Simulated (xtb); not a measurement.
A geometry relaxed with GFN2-xTB run with xtb, charge 0, multiplicity 1:

```xyz
4

Br     2.2441    -0.4731    -0.0035
Br    -0.7125     2.1800    -0.0281
Ga     0.0000     0.0001     0.0005
Br    -1.5316    -1.7070     0.0312
```

Problem. Write the SMILES of this molecule.

Solution. `[Br][Ga]([Br])[Br]`
